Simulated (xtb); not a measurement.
Be(F)(SH) (BeFHS), SMILES [F][Be][SH]. All values are semi-empirical tight-binding results from xtb (GFN2-xTB unless named), good for trends rather than for accurate numbers. The structure is a stationary point at GFN2-xTB. Other conformers were not sampled.

For metal compounds this method's bond lengths and energies can be far off.

Computed properties:
```yaml
point_group_as_xtb_finds_it: Cs
orbital_gap: 4.78 eV
zero_point_energy: 7.3 kcal/mol
G − E(el) at 298.15 K (modified RRHO): -9.0 kcal/mol
```
